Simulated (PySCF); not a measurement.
SMILES C([Si](C)(C)C)B (C4H13BSi), singlet (GFN2-xTB optimised geometry):

```
19

B     -0.464    -0.908     2.818
C     -0.961    -1.619     1.541
Si    -0.289    -0.665     0.000
C      1.619    -0.665     0.000
C     -0.923    -1.563    -1.565
C     -0.931     1.132     0.000
H     -1.089    -0.041     3.297
H      0.564    -1.200     3.299
H     -0.603    -2.642     1.443
H     -2.044    -1.633     1.441
H      2.017    -0.173    -0.883
H      2.009    -0.147     0.871
H      2.016    -1.676     0.018
H     -2.008    -1.578    -1.607
H     -0.569    -1.067    -2.463
H     -0.579    -2.592    -1.605
H     -0.591     1.676    -0.876
H     -0.585     1.669     0.878
H     -2.017     1.166     0.004
```

Level of theory: CAM-B3LYP/def2-SVP (PySCF).

Task: What are the frontier orbital energies and the dipole moment?

Result: HOMO-2 -9.85 eV, HOMO-1 -9.83 eV, HOMO -9.55 eV, LUMO 0.18 eV, LUMO+1 2.40 eV; dipole moment 1.15 D.

Meta-Löwdin charges at CAM-B3LYP/def2-SVP: B1 0.02, C2 -0.51, Si3 0.94, C4 -0.55, C5 -0.54, C6 -0.55, H7 -0.01, H8 -0.01, H9 0.11, H10 0.11, H11 0.11, H12 0.11, H13 0.11, H14 0.11, H15 0.11, H16 0.11, H17 0.11, H18 0.11, H19 0.11.
